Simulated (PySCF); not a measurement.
## Fractional electron number in Cr⁺ (chromium, charge +1)

The 3d alpha orbital of [Ar] 3d5 is emptied in steps (occupation f), with all orbitals relaxed, ending at [Ar] 3d4. Calculation: PySCF 2.14, in def2-TZVPPD; the non-relativistic Hamiltonian (point nucleus). The exact energy is a straight line in f; departures are measured from the line between the end points of the same method.

| f | M06-2X (eV) |
| --- | --- |
| 1 | 0.000 |
| 0.8 | -0.321 |
| 0.6 | -0.503 |
| 0.4 | -0.522 |
| 0.2 | -0.357 |
| 0 | 0.000 |

For M06-2X, how does the orbital energy at f = 1 compare with the removal energy?

−ε = 14.437 eV against a total-energy difference of 16.342 eV. By Janak's theorem ε = ∂E/∂f, so the gap between them reflects the curvature. Along the path −ε is 15.061 (f = 0.8), 15.821 (f = 0.6), 16.694 (f = 0.4), 17.640 (f = 0.2) eV.

Reference removal energy between the ground levels: 16.486 eV (measured; NIST Atomic Spectra Database, ionization energies). The calculation has no spin-orbit coupling. The determinant left behind need not be the lowest term of the ion.
